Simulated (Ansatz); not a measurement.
Compare A (`FB1OC[SiH]1Cl`) with its isomer B (`F[Si@H](Cl)[C@H]1BO1`).

Calculated with Ansatz (gas phase, PBE0-D4/def2-TZVP geometries, no zero-point term in ΔE). CCSD(T)/CBS adds triple-zeta CCSD(T) − MP2 to the extrapolated MP2 energy (def2 sets, frozen cores). DFT in def2-TZVPP. One conformer a species, not always the lowest.

(1) Which isomer does CCSD(T)/CBS put lower? Give the gap. (An estimate is asked.)

(2) Give E(B) − E(A) in kcal/mol with PBE-D4, HF/def2-TZVPP, ωB97M-V, CCSD(T)/def2-TZVPP, PBE0-D4, MP2/def2-TZVPP, r2SCAN-D4. (An estimate is asked.)

Largest T1 diagnostic: 0.014.

Answers

(1) The calculation gave: A, by 6.2 kcal/mol.

(2) Computed: PBE-D4 9.4, HF/def2-TZVPP 6.4, ωB97M-V 6.6, CCSD(T)/def2-TZVPP 7.4, PBE0-D4 9.8, MP2/def2-TZVPP 5.2, r2SCAN-D4 6.7. None reverses the order clearly.
